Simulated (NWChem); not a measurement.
System: HfSClF; SMILES [F][Hf](=[S])[Cl]

Input file for NWChem:

```
start job
memory heap 200 mb stack 900 mb global 1100 mb
geometry units angstroms noautoz
  Hf    -0.369169     0.010910     0.445839
  S      0.684435    -1.843259    -0.136045
  F     -2.175280    -0.032174    -0.168940
  Cl     0.862406     1.928751    -0.146544
end
basis spherical
  Hf library def2-svp
  S library def2-svp
  F library def2-svp
  Cl library def2-svp
end
ecp
  Hf library def2-ecp
end
dft
  xc mn15
  grid xcoarse
  iterations 150
  mulliken
end
task dft gradient
```

Output (shortened):

```
             Northwest Computational Chemistry Package (NWChem) 7.3.0
             --------------------------------------------------------

 C1  symmetry detected

                             Geometry "geometry" -> ""
                             -------------------------

 Output coordinates in angstroms (scale by  1.889725989 to convert to a.u.)

  No.       Tag          Charge          X              Y              Z
 ---- ---------------- ---------- -------------- -------------- --------------
    1 Hf                  72.0000    -0.20523800    -0.06748029     0.19308820
    2 S                   16.0000     1.27565145    -1.64517547    -0.25908147
    3 F                    9.0000    -1.87388291    -0.46532272    -0.64308878
    4 Cl                  17.0000     0.66068582     2.08054666    -0.23348517

 Effective nuclear repulsion energy (a.u.)     813.5204101905

                                 NWChem DFT Module
                                 -----------------

 Summary of "ao basis" -> "ao basis" (spherical)
 ------------------------------------------------------------------------------
       Tag                 Description            Shells   Functions and Types
 ---------------- ------------------------------  ------  ---------------------
 Hf                         def2-svp                12       32   6s3p2d1f
 S                          def2-svp                 8       18   4s3p1d
 F                          def2-svp                 6       14   3s2p1d
 Cl                         def2-svp                 8       18   4s3p1d

            General Information
            -------------------
          SCF calculation type: DFT
          Wavefunction type:  closed shell.
          No. of atoms     :     4
          No. of electrons :    54
           Alpha electrons :    27
            Beta electrons :    27
          Charge           :     0
          Spin multiplicity:     1
          Use of symmetry is: off; symmetry adaption is: off
          Maximum number of iterations: 150
          AO basis - number of functions:    82
                     number of shells:    34
          Convergence on energy requested:  1.00D-06
          Convergence on density requested:  1.00D-05
          Convergence on gradient requested:  5.00D-04

              XC Information
              --------------
                         MN15 Method XC Functional
                     Hartree-Fock (Exact) Exchange  0.440
                          MN15 Exchange Functional  1.000
                        MN15 Correlation Potential  1.000

             Grid Information
             ----------------
          Grid used for XC integration:  xcoarse
          Radial quadrature: Mura-Knowles
          Angular quadrature: Lebedev.
          Tag              B.-S. Rad. Rad. Pts. Rad. Cut. Ang. Pts.
          ---              ---------- --------- --------- ---------
          Hf                  1.55       84           7.0       194
          S                   1.00       42           9.0       194
          F                   0.50       21           9.0       194
          Cl                  1.00       42          10.0       194
          Grid pruning is: on
          Number of quadrature shells:   189
          Spatial weights used:  Erf1

      Superposition of Atomic Density Guess
      -------------------------------------

 Sum of atomic energies:       -1007.90158931

      Non-variational initial energy
      ------------------------------

 Total energy =   -1003.323090
 1-e energy   =   -1809.773170
 2-e energy   =     601.680382
 HOMO         =      -0.343871
 LUMO         =      -0.077328

     ---------------------------------------------
      Total Density - Mulliken Population Analysis
     ---------------------------------------------

    Atom       Charge   Shell Charges
 -----------   ------   -------------------------------------------------------
    1 Hf  12     9.60   0.03 -0.29  1.74  0.53  0.35  0.06  5.47  0.60  0.12  0.70  0.21  0.09
    2 S   16    17.15   2.00  1.99  1.24  0.68  5.94  2.04  3.24  0.02
    3 F    9     9.69   1.99  1.16  0.79  3.59  2.16  0.00
    4 Cl  17    17.56   2.00  1.99  1.23  0.72  5.94  2.22  3.45  0.01

   convergence    iter        energy       DeltaE   RMS-Dens  Diis-err
 ---------------- ----- ----------------- --------- --------- ---------
 d= 0,ls=0.0,diis     1  -1005.3971988004 -1.21D+03  5.31D-02  2.09D+00
 d= 0,ls=0.5,diis     2  -1002.4929023102  2.90D+00  1.79D-02  2.27D+01
 d= 0,ls=0.5,diis     3  -1004.4766709139 -1.98D+00  1.12D-02  7.93D+00
 d= 0,ls=0.5,diis     4  -1005.2674126178 -7.91D-01  5.96D-03  2.55D+00
 d= 0,ls=0.5,diis     5  -1005.5154931526 -2.48D-01  4.55D-03  8.08D-01
 d= 0,ls=0.5,diis     6  -1005.6257250793 -1.10D-01  2.94D-03  1.92D-01
  Resetting Diis
 d= 0,ls=0.5,diis     7  -1005.6612759257 -3.56D-02  1.87D-03  4.34D-02
 d= 0,ls=0.5,diis     8  -1005.6728861828 -1.16D-02  1.76D-03  1.35D-02
 d= 0,ls=0.5,diis     9  -1005.6782223569 -5.34D-03  1.10D-03  8.28D-03
 d= 0,ls=0.5,diis    10  -1005.6811498194 -2.93D-03  1.11D-03  4.49D-03
 d= 0,ls=0.5,diis    11  -1005.6835751881 -2.43D-03  9.87D-04  2.57D-03
 d= 0,ls=0.5,diis    12  -1005.6853760329 -1.80D-03  9.83D-04  1.86D-03
 d= 0,ls=0.5,diis    13  -1005.6868692807 -1.49D-03  7.80D-04  1.74D-03
 d= 0,ls=0.5,diis    14  -1005.6878962689 -1.03D-03  6.86D-04  1.37D-03
 d= 0,ls=0.5,diis    15  -1005.6886554079 -7.59D-04  5.58D-04  8.99D-04
 d= 0,ls=0.5,diis    16  -1005.6891474362 -4.92D-04  4.45D-04  5.32D-04
 d= 0,ls=0.5,diis    17  -1005.6894508463 -3.03D-04  3.43D-04  2.90D-04
 d= 0,ls=0.5,diis    18  -1005.6896258301 -1.75D-04  2.61D-04  1.61D-04
 d= 0,ls=0.5,diis    19  -1005.6897268807 -1.01D-04  1.94D-04  7.71D-05
 d= 0,ls=0.5,diis    20  -1005.6897808910 -5.40D-05  1.41D-04  4.20D-05
 d= 0,ls=0.5,diis    21  -1005.6898098594 -2.90D-05  1.03D-04  2.28D-05
 d= 0,ls=0.5,diis    22  -1005.6898255797 -1.57D-05  7.54D-05  1.18D-05
 d= 0,ls=0.5,diis    23  -1005.6898340606 -8.48D-06  5.56D-05  6.01D-06
 d= 0,ls=0.5,diis    24  -1005.6898386059 -4.55D-06  4.13D-05  3.25D-06
 d= 0,ls=0.5,diis    25  -1005.6898410873 -2.48D-06  3.06D-05  1.74D-06
 d= 0,ls=0.5,diis    26  -1005.6898424398 -1.35D-06  2.25D-05  9.16D-07
 d= 0,ls=0.5,diis    27  -1005.6898431682 -7.28D-07  1.64D-05  4.80D-07
 d= 0,ls=0.5,diis    28  -1005.6898435576 -3.89D-07  1.21D-05  2.53D-07
 d= 0,ls=0.5,diis    29  -1005.6898437677 -2.10D-07  8.83D-06  1.35D-07

         Total DFT energy =    -1005.689843880674
      One electron energy =    -1813.416381774714
           Coulomb energy =      672.981354492058
    Exchange-Corr. energy =      -70.024514512932
 Nuclear repulsion energy =      204.769697914914

 Numeric. integr. density =       54.000724661671

                       DFT Final Molecular Orbital Analysis
                       ------------------------------------

 Vector   25  Occ=2.000000D+00  E=-3.211577D-01
              MO Center=  1.0D+00, -1.3D+00, -1.9D-01, r^2= 2.6D+00
   Bfn.  Coefficient  Atom+Function         Bfn.  Coefficient  Atom+Function
  ----- ------------  ---------------      ----- ------------  ---------------
    44      0.357993  2 S  py                41      0.316950  2 S  py
     5      0.298961  1 Hf s                 43     -0.296592  2 S  px
    16     -0.283997  1 Hf d -2              40     -0.264167  2 S  px
     3     -0.246527  1 Hf s                 38      0.179433  2 S  py
    37     -0.149664  2 S  px                 2      0.140130  1 Hf s

 Vector   26  Occ=2.000000D+00  E=-3.002084D-01
              MO Center=  9.3D-01, -1.2D+00, -1.5D-01, r^2= 2.4D+00
   Bfn.  Coefficient  Atom+Function         Bfn.  Coefficient  Atom+Function
  ----- ------------  ---------------      ----- ------------  ---------------
    45      0.484639  2 S  pz                42      0.391541  2 S  pz
    39      0.220775  2 S  pz                17     -0.210595  1 Hf d -1
    19     -0.203226  1 Hf d  1              18     -0.131831  1 Hf d  0
    75      0.105668  4 Cl px                 9     -0.090432  1 Hf pz
    16     -0.086070  1 Hf d -2              15      0.084493  1 Hf pz

 Vector   27  Occ=2.000000D+00  E=-2.885587D-01
              MO Center=  1.0D+00, -1.3D+00, -1.9D-01, r^2= 2.5D+00
   Bfn.  Coefficient  Atom+Function         Bfn.  Coefficient  Atom+Function
  ----- ------------  ---------------      ----- ------------  ---------------
    43      0.393903  2 S  px                44      0.331659  2 S  py
    40      0.315176  2 S  px                41      0.262456  2 S  py
    20      0.236091  1 Hf d  2              37      0.176941  2 S  px
    75     -0.156062  4 Cl px                38      0.147371  2 S  py
    72     -0.100662  4 Cl px                45      0.092191  2 S  pz

 Vector   28  Occ=0.000000D+00  E=-1.073323D-01
              MO Center= -2.9D-01, -1.3D-01,  8.1D-01, r^2= 3.2D+00
   Bfn.  Coefficient  Atom+Function         Bfn.  Coefficient  Atom+Function
  ----- ------------  ---------------      ----- ------------  ---------------
    18      0.570154  1 Hf d  0               5      0.492076  1 Hf s
     6      0.407346  1 Hf s                  3     -0.290298  1 Hf s
    15      0.208684  1 Hf pz                 2      0.173848  1 Hf s
     4     -0.160879  1 Hf s                 19      0.144620  1 Hf d  1
    23      0.135944  1 Hf d  0               9     -0.130036  1 Hf pz

[...]

                         DFT ENERGY GRADIENTS

    atom               coordinates                        gradient
                 x          y          z           x          y          z
   1 Hf     -0.387844  -0.127519   0.364884   -0.006713   0.000925   0.001162
   2 S       2.410632  -3.108931  -0.489593    0.004188  -0.004326  -0.001267
   3 F      -3.541125  -0.879332  -1.215262    0.001417   0.000514   0.000703
   4 Cl      1.248515   3.931663  -0.441223    0.001107   0.002887  -0.000599
```

Level: MN15/def2-SVP with def2 effective core potentials on Hf. Structure relaxed at the PBE0/def2-SVP level. def2 effective core potentials on Hf; no spin-orbit coupling.
